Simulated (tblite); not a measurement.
Compound: C₄H₁₀BF₃NP.
Numbering: `[CH3:1][P@@+:2]([NH2:3])([CH:4]1[CH2:5][CH2:6]1)[B-:7]([F:8])([F:9])[F:10]` (hydrogens: H11, H12, H13 on C1; H14, H15 on N3; H16 on C4; H17, H18 on C5; H19, H20 on C6)

Computed with GFN2-xTB (tblite), gas phase: L-BFGS steps from a force-field or distance-geometry start until the largest atomic force falls under 0.01 eV/Å.

Step 7: E = -943.6485 eV
```
atom  x, y, z in Å  |  force x, y, z in eV/Å
C1     -1.6888   -1.2199   -1.0722    0.052   0.042  -0.114
P2     -0.6905   -0.0465   -0.0986    0.044  -0.081  -0.071
N3     -1.5124   -0.0470    1.3815    0.005   0.052   0.114
C4      0.9193   -0.8602    0.1474    0.024   0.020   0.084
C5      1.7878   -0.4327    1.2982    0.063   0.087   0.019
C6      2.1605   -0.0348   -0.0909    0.072  -0.054   0.123
B7     -0.4985    1.8108   -0.8731    0.005   0.112   0.019
F8      0.1257    2.5137    0.1379   -0.096  -0.007  -0.225
F9      0.2476    1.7018   -2.0075   -0.074   0.224   0.064
F10    -1.7802    2.2413   -1.0919    0.112   0.029   0.013
H11    -1.1772   -1.3921   -2.0154    0.062  -0.091  -0.034
H12    -1.8429   -2.1535   -0.5368    0.011   0.051   0.018
H13    -2.6419   -0.7501   -1.3034   -0.086  -0.010   0.088
H14    -0.9530    0.3147    2.1470    0.236  -0.075   0.024
H15    -2.2925    0.6037    1.3154   -0.164  -0.089  -0.110
H16     0.9685   -1.8918   -0.1747   -0.088  -0.076   0.070
H17     2.3765   -1.1796    1.8168   -0.092   0.050  -0.086
H18     1.4129    0.3511    1.9441    0.041  -0.054  -0.009
H19     3.0011   -0.5242   -0.5596   -0.011  -0.045  -0.001
H20     2.0729    1.0060   -0.3674   -0.117  -0.086   0.014
```

Step 8: E = -943.6625 eV
```
atom  x, y, z in Å  |  force x, y, z in eV/Å
C1     -1.6894   -1.2252   -1.0701    0.089   0.104  -0.113
P2     -0.6904   -0.0495   -0.1009    0.123   0.015  -0.165
N3     -1.5087   -0.0548    1.3772   -0.001   0.037   0.123
C4      0.9188   -0.8633    0.1512   -0.036   0.011   0.125
C5      1.7864   -0.4322    1.3038    0.101   0.084  -0.016
C6      2.1579   -0.0397   -0.0910    0.108  -0.047   0.171
B7     -0.4963    1.8206   -0.8780   -0.013   0.122   0.039
F8      0.1242    2.5289    0.1271   -0.064  -0.035  -0.138
F9      0.2453    1.7293   -2.0127   -0.034   0.141   0.015
F10    -1.7778    2.2465   -1.0914    0.017   0.018   0.007
H11    -1.1709   -1.3910   -2.0105    0.012  -0.120  -0.062
H12    -1.8456   -2.1578   -0.5352    0.020   0.033   0.022
H13    -2.6405   -0.7489   -1.2946   -0.096  -0.030   0.043
H14    -0.9372    0.3074    2.1323    0.188  -0.032   0.085
H15    -2.2933    0.5897    1.3091   -0.156  -0.067  -0.054
H16     0.9516   -1.8976   -0.1665   -0.018  -0.058   0.096
H17     2.3752   -1.1845    1.8209   -0.136   0.130  -0.129
H18     1.4222    0.3579    1.9541    0.047  -0.155  -0.100
H19     3.0046   -0.5261   -0.5569   -0.080  -0.007   0.024
H20     2.0586    1.0011   -0.3709   -0.070  -0.142   0.026
```

Step 9: E = -943.6728 eV
```
atom  x, y, z in Å  |  force x, y, z in eV/Å
C1     -1.6888   -1.2279   -1.0706    0.081   0.110  -0.080
P2     -0.6887   -0.0515   -0.1045    0.125   0.096  -0.140
N3     -1.5055   -0.0597    1.3758    0.033   0.037   0.057
C4      0.9182   -0.8664    0.1562   -0.041   0.013   0.128
C5      1.7870   -0.4304    1.3080    0.077   0.045  -0.068
C6      2.1581   -0.0439   -0.0886    0.057  -0.056   0.156
B7     -0.4951    1.8301   -0.8815   -0.032   0.098   0.009
F8      0.1221    2.5405    0.1163   -0.004  -0.011  -0.003
F9      0.2428    1.7539   -2.0165    0.006   0.070  -0.044
F10    -1.7757    2.2512   -1.0909   -0.089   0.013  -0.001
H11    -1.1655   -1.3927   -2.0083   -0.036  -0.127  -0.083
H12    -1.8470   -2.1597   -0.5338    0.037   0.039   0.012
H13    -2.6411   -0.7487   -1.2868   -0.066  -0.048  -0.002
H14    -0.9210    0.3010    2.1224    0.092   0.002   0.086
H15    -2.2971    0.5771    1.3029   -0.090  -0.069   0.016
H16     0.9380   -1.9029   -0.1579    0.039  -0.038   0.121
H17     2.3720   -1.1864    1.8218   -0.105   0.120  -0.103
H18     1.4301    0.3610    1.9606    0.027  -0.156  -0.115
H19     3.0061   -0.5281   -0.5545   -0.087   0.002   0.030
H20     2.0459    0.9945   -0.3730   -0.025  -0.140   0.025
```

Problem. Estimate the geometry and energy of step 10. (The exact step hangs on the optimiser's Hessian estimate; all steps are aligned on step 9, rigid shifts and turns removed.)

Solution. E = -943.6800 eV, largest force 0.162 eV/Å
```
atom  x, y, z in Å  |  force x, y, z in eV/Å
C1     -1.6872   -1.2282   -1.0726    0.050   0.075  -0.038
P2     -0.6857   -0.0513   -0.1087    0.076   0.130  -0.057
N3     -1.5023   -0.0619    1.3755    0.079   0.046  -0.034
C4      0.9174   -0.8686    0.1620   -0.048  -0.015   0.072
C5      1.7887   -0.4282    1.3094    0.024  -0.006  -0.030
C6      2.1591   -0.0478   -0.0841    0.011  -0.038   0.040
B7     -0.4949    1.8386   -0.8842   -0.042   0.069  -0.039
F8      0.1206    2.5486    0.1087    0.041   0.025   0.100
F9      0.2409    1.7726   -2.0198    0.021   0.027  -0.076
F10    -1.7758    2.2548   -1.0906   -0.146   0.010  -0.005
H11    -1.1623   -1.3967   -2.0088   -0.072  -0.114  -0.090
H12    -1.8471   -2.1595   -0.5328    0.058   0.065  -0.002
H13    -2.6427   -0.7496   -1.2812   -0.019  -0.055  -0.037
H14    -0.9077    0.2964    2.1172   -0.005   0.024   0.055
H15    -2.3015    0.5668    1.2988   -0.009  -0.079   0.074
H16     0.9292   -1.9072   -0.1494    0.071  -0.010   0.141
H17     2.3680   -1.1859    1.8206   -0.032   0.049  -0.042
H18     1.4357    0.3605    1.9632   -0.007  -0.087  -0.076
H19     3.0058   -0.5298   -0.5524   -0.058  -0.012   0.025
H20     2.0365    0.9872   -0.3738    0.008  -0.103   0.017
```

The energy changes by -0.0073 eV. The first-order estimate −F·Δx gives -0.0104 eV and the mean of the old and new forces, exact on a quadratic surface, -0.0072 eV. The step makes an angle of 63° with the force vector and moves no atom by more than 0.019 Å.

Run on an Arm Neoverse V1 with one thread (shared host).
